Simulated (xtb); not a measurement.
Be(SMe)(SiH3) (CH6BeSSi), SMILES C[S][Be][SiH3]. All values are semi-empirical tight-binding results from xtb (GFN2-xTB unless named), good for trends rather than for accurate numbers. The structure is a stationary point at GFN2-xTB. Other conformers were not sampled.

A frequency run showed that this geometry is not a minimum.

For metal compounds this method's bond lengths and energies can be far off.

```
Item          Result
-----------  -------
orbital gap  3.10 eV
```
